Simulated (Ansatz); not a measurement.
input.yaml

```yaml
crystal:
  periodic: [false, false, false]
  atoms:
    - { symbol: B, position_ang: [0.057296, -0.192671, -0.391134] }
    - { symbol: F, position_ang: [0.156596, 0.051608, 0.947562] }
    - { symbol: "N", position_ang: [1.258209, -0.439856, -1.086337] }
    - { symbol: H, position_ang: [2.166789, -0.439097, -0.627549] }
    - { symbol: H, position_ang: [1.291921, -0.633103, -2.083085] }
    - { symbol: C, position_ang: [-1.367837, -0.182708, -1.071959] }
    - { symbol: H, position_ang: [-2.029962, -0.931359, -0.598891] }
    - { symbol: H, position_ang: [-1.860398, 0.796341, -0.925907] }
    - { symbol: H, position_ang: [-1.344356, -0.390073, -2.155674] }
    - { symbol: H, position_ang: [0.116956, 2.765167, 2.611748] }
    - { symbol: H, position_ang: [0.113988, 2.12125, 2.224725] }
basis:
  gaussian: { orbitals: "6-31G*" }
hamiltonian:
  xc: pbe
neb:
  order_check: false
  images: 9
  f_tol: 0.05
  max_iterations: 60
  final_atoms:
    - { symbol: B, position_ang: [0.14224906, 0.5381339, -0.54569769] }
    - { symbol: F, position_ang: [-0.30609343, 0.57550996, 2.22850159] }
    - { symbol: "N", position_ang: [1.30409404, -0.18093487, -0.84399029] }
    - { symbol: H, position_ang: [1.28766239, -1.10822691, -1.26644902] }
    - { symbol: H, position_ang: [2.24298279, 0.14926657, -0.63201052] }
    - { symbol: C, position_ang: [-1.31479633, 0.02942261, -0.84809241] }
    - { symbol: H, position_ang: [-1.35334021, -0.9556558, -1.34503927] }
    - { symbol: H, position_ang: [-1.86912724, -0.04774982, 0.10548968] }
    - { symbol: H, position_ang: [-1.87267702, 0.7514442, -1.47220149] }
    - { symbol: H, position_ang: [0.32799052, 1.64092144, -0.04461682] }
    - { symbol: H, position_ang: [-0.02974257, 1.13336773, 1.50760524] }
  initial_path:
    images:
      - { positions_ang: [[0.057296, -0.192671, -0.391134], [0.156596, 0.051608, 0.947562], [1.258209, -0.439856, -1.086337], [2.166789, -0.439097, -0.627549], [1.291921, -0.633103, -2.083085], [-1.367837, -0.182708, -1.071959], [-2.029962, -0.931359, -0.598891], [-1.860398, 0.796341, -0.925907], [-1.344356, -0.390073, -2.155674], [0.116956, 2.765167, 2.611748], [0.113988, 2.12125, 2.224725]] }
      - { positions_ang: [[0.04499614, -0.14888499, -0.30872067], [0.1293859, 0.08121954, 1.09439378], [1.27168219, -0.37285807, -1.0219678], [2.08436729, -0.56345771, -0.68689128], [1.39471803, -0.3541837, -1.89483809], [-1.37438739, -0.14707116, -1.00946357], [-2.02213376, -0.92196498, -0.56478207], [-1.8818752, 0.82193326, -0.8489089], [-1.31815559, -0.32703015, -2.09479433], [0.11774579, 2.50738846, 2.15741335], [0.1128586, 1.95040851, 2.0220586]] }
      - { positions_ang: [[0.03269629, -0.10509898, -0.22630735], [0.1021758, 0.11083107, 1.24122556], [1.28515538, -0.30586014, -0.9575986], [2.00194558, -0.68781843, -0.74623357], [1.49751505, -0.0752644, -1.70659119], [-1.38093779, -0.11143432, -0.94696814], [-2.01430553, -0.91257096, -0.53067314], [-1.90335239, 0.84752551, -0.7719108], [-1.29195518, -0.2639873, -2.03391465], [0.11853559, 2.24960993, 1.70307869], [0.1117292, 1.77956701, 1.81939219]] }
      - { positions_ang: [[0.02039643, -0.06131297, -0.14389402], [0.0749657, 0.14044261, 1.38805733], [1.29862857, -0.23886221, -0.89322941], [1.91952387, -0.81217914, -0.80557585], [1.60031208, 0.2036549, -1.51834428], [-1.38748818, -0.07579748, -0.88447271], [-2.00647729, -0.90317694, -0.49656421], [-1.92482959, 0.87311777, -0.6949127], [-1.26575476, -0.20094445, -1.97303498], [0.11932538, 1.99183139, 1.24874404], [0.11059979, 1.60872552, 1.61672579]] }
      - { positions_ang: [[0.00809658, -0.01752696, -0.06148069], [0.0477556, 0.17005415, 1.53488911], [1.31210176, -0.17186428, -0.82886021], [1.83710216, -0.93653985, -0.86491813], [1.70310911, 0.4825742, -1.33009738], [-1.39403857, -0.04016065, -0.82197728], [-1.99864905, -0.89378291, -0.46245528], [-1.94630679, 0.89871002, -0.6179146], [-1.23955435, -0.1379016, -1.91215531], [0.12011517, 1.73405285, 0.79440938], [0.10947039, 1.43788403, 1.41405939]] }
      - { positions_ang: [[-0.00420328, 0.02625905, 0.02093263], [0.0205455, 0.19966569, 1.68172089], [1.32557495, -0.10486635, -0.76449101], [1.75468045, -1.06090056, -0.92426042], [1.80590614, 0.7614935, -1.14185047], [-1.40058897, -0.00452381, -0.75948185], [-1.99082082, -0.88438889, -0.42834635], [-1.96778398, 0.92430228, -0.5409165], [-1.21335394, -0.07485875, -1.85127563], [0.12090497, 1.47627432, 0.34007473], [0.10834099, 1.26704254, 1.21139298]] }
      - { positions_ang: [[0.02508719, 0.12863402, -0.09239343], [-0.04478229, 0.27483454, 1.79107703], [1.32127877, -0.12008005, -0.78039087], [1.66127683, -1.07036583, -0.99269814], [1.89332147, 0.63904812, -1.03988248], [-1.38343044, 0.00226548, -0.77720397], [-1.8633247, -0.89864227, -0.61168493], [-1.94805263, 0.72989186, -0.41163527], [-1.34521856, 0.09040184, -1.77546081], [0.16232208, 1.50920374, 0.26313642], [0.08072428, 1.24030758, 1.27063543]] }
      - { positions_ang: [[0.05437766, 0.23100899, -0.2057195], [-0.11011007, 0.3500034, 1.90043317], [1.31698258, -0.13529376, -0.79629072], [1.56787322, -1.0798311, -1.06113586], [1.9807368, 0.51660273, -0.93791449], [-1.36627191, 0.00905476, -0.79492608], [-1.73582858, -0.91289566, -0.79502352], [-1.92832129, 0.53548144, -0.28235403], [-1.47708317, 0.25566243, -1.69964598], [0.20373919, 1.54213317, 0.18619811], [0.05310756, 1.21357261, 1.32987789]] }
      - { positions_ang: [[0.08366813, 0.33338396, -0.31904556], [-0.17543786, 0.42517225, 2.00978931], [1.3126864, -0.15050746, -0.81219058], [1.47446961, -1.08929637, -1.12957358], [2.06815213, 0.39415734, -0.8359465], [-1.34911339, 0.01584404, -0.81264819], [-1.60833246, -0.92714904, -0.9783621], [-1.90858994, 0.34107102, -0.15307279], [-1.60894779, 0.42092302, -1.62383115], [0.2451563, 1.57506259, 0.1092598], [0.02549085, 1.18683765, 1.38912034]] }
      - { positions_ang: [[0.1129586, 0.43575893, -0.43237163], [-0.24076564, 0.50034111, 2.11914545], [1.30839022, -0.16572117, -0.82809043], [1.381066, -1.09876164, -1.1980113], [2.15556746, 0.27171195, -0.73397851], [-1.33195486, 0.02263333, -0.8303703], [-1.48083633, -0.94140242, -1.16170069], [-1.88885859, 0.1466606, -0.02379156], [-1.7408124, 0.58618361, -1.54801632], [0.28657341, 1.60799202, 0.03232149], [-0.00212586, 1.16010269, 1.44836279]] }
      - { positions_ang: [[0.14224906, 0.5381339, -0.54569769], [-0.30609343, 0.57550996, 2.22850159], [1.30409404, -0.18093487, -0.84399029], [1.28766239, -1.10822691, -1.26644902], [2.24298279, 0.14926657, -0.63201052], [-1.31479633, 0.02942261, -0.84809241], [-1.35334021, -0.9556558, -1.34503927], [-1.86912724, -0.04774982, 0.10548968], [-1.87267702, 0.7514442, -1.47220149], [0.32799052, 1.64092144, -0.04461682], [-0.02974257, 1.13336773, 1.50760524]] }
```

Run as:

```bash
$ ansatz run input.yaml --threads 1 --pin off --max-ram 2048MiB --backend cpu --events-out ev --progress --plain --runs-dir out
```

Hardware: 1 thread of Arm Neoverse V2, on a shared host.

Question: Roughly how long does this run take, and how much memory?

Answer: 6.4 min, with a peak of 0.11 GiB, for 24 band iterations.
